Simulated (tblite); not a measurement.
Species: C₄H₈AlBrO.
Structure used (GFN2-xTB), in Å, numbered top down from 1:
```
atom  x, y, z in Å
C1     2.435    0.408    0.413
O2     1.042    0.506    0.214
C3     0.197   -0.576    0.400
Br4    0.990   -2.250    0.933
C5    -1.071   -0.281    0.174
C6    -2.205   -1.249    0.294
Al7   -0.701    1.684   -0.294
H8     2.834    1.399    0.201
H9     2.666    0.132    1.446
H10    2.879   -0.321   -0.271
H11   -2.067   -2.090   -0.388
H12   -3.142   -0.753    0.052
H13   -2.268   -1.645    1.308
H14   -2.048    2.332   -0.629
H15    0.455    2.714   -0.415
```

Method: GFN2-xTB as coded in tblite; computed harmonic values from a numerical Hessian at the method's own geometry, unscaled. The method is semi-empirical: single wavenumbers can be off by several per cent or more. Modes of hydrogen on aluminium can be 10 to 20 % off. One conformer, not necessarily the lowest. The optimisation stopped once no atom felt more than 0.01 eV/Å.

Lowest wavenumbers of the output (negative numbers stand for imaginary wavenumbers):
```
mode    cm-1
  1    -245.9
  2     -55.5
  3      39.2
  4     110.8
  5     117.4
  6     151.2
  7     204.7
  8     215.0
```

Question: Is this structure a minimum?

Answer: No. 2 modes are imaginary beyond 20i (246i and 56i cm⁻¹), so at this level the point lies at or near a saddle of order 2.

Question: Which atoms move in the imaginary modes?

Answer: 246i: H14 (Al–H hydrogen) 54 %, H15 (Al–H hydrogen) 42 %; 56i: H13 (methyl hydrogen) 34 %, H11 (methyl hydrogen) 33 %, H12 (methyl hydrogen) 26 %. These are shares of the mass-weighted motion.

Question: What is the remedy?

Answer: Step along such a mode in both directions, optimise again with tighter thresholds and repeat the frequencies. The zero-point energy of this point (64.1 kcal/mol) counts the 37 real modes alone, and thermal corrections from it aren't those of a minimum.
